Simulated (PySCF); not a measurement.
Two-component Hartree-Fock for Dy³⁸⁺ (dysprosium, charge +38)

Start: [Ar] 3d10. Calculated with PySCF 2.14 in an uncontracted even-tempered set (18 s from 2.6 bohr⁻², ratio 2.6; 15 p from 3.4 bohr⁻², ratio 2.6; 10 d from 3.4 bohr⁻², ratio 2.6; 6 f from 3.5 bohr⁻², ratio 2.8): generalised Hartree-Fock with the X2C-1e Hamiltonian and a Gaussian nucleus; spin-orbit coupling (SO) screened by Boettger's factors.

```json
{"spinor shell": "1s1/2", "electrons": "2", "ε, screened SO (eV)": "-55732.4", "weight of nominal j (screened SO)": "1.000", "rms radius, screened SO (bohr)": "0.0240"}
{"spinor shell": "2s1/2", "electrons": "2", "ε, screened SO (eV)": "-10763.0", "weight of nominal j (screened SO)": "1.000", "rms radius, screened SO (bohr)": "0.0968"}
{"spinor shell": "2p1/2", "electrons": "2", "ε, screened SO (eV)": "-10307.7", "weight of nominal j (screened SO)": "1.000", "rms radius, screened SO (bohr)": "0.0828"}
{"spinor shell": "2p3/2", "electrons": "4", "ε, screened SO (eV)": "-9498.7", "weight of nominal j (screened SO)": "1.000", "rms radius, screened SO (bohr)": "0.0893"}
{"spinor shell": "3s1/2", "electrons": "2", "ε, screened SO (eV)": "-3628.2", "weight of nominal j (screened SO)": "1.000", "rms radius, screened SO (bohr)": "0.245"}
{"spinor shell": "3p1/2", "electrons": "2", "ε, screened SO (eV)": "-3432.1", "weight of nominal j (screened SO)": "1.000", "rms radius, screened SO (bohr)": "0.236"}
{"spinor shell": "3p3/2", "electrons": "4", "ε, screened SO (eV)": "-3253.3", "weight of nominal j (screened SO)": "1.000", "rms radius, screened SO (bohr)": "0.248"}
{"spinor shell": "3d3/2", "electrons": "4", "ε, screened SO (eV)": "-2927.4", "weight of nominal j (screened SO)": "1.000", "rms radius, screened SO (bohr)": "0.220"}
{"spinor shell": "3d5/2", "electrons": "6", "ε, screened SO (eV)": "-2888.4", "weight of nominal j (screened SO)": "1.000", "rms radius, screened SO (bohr)": "0.223"}
```

```csv
quantity,screened SO
E (hartree),-11275.09868
M_J,0
⟨J²⟩,0.000
⟨L²⟩,0.037
⟨S²⟩,0.037
```

Breit and QED terms are absent; they matter most for the inner s and p1/2 levels.

Densities and radii are taken from the X2C orbitals without a picture-change correction, which distorts them close to the nucleus.
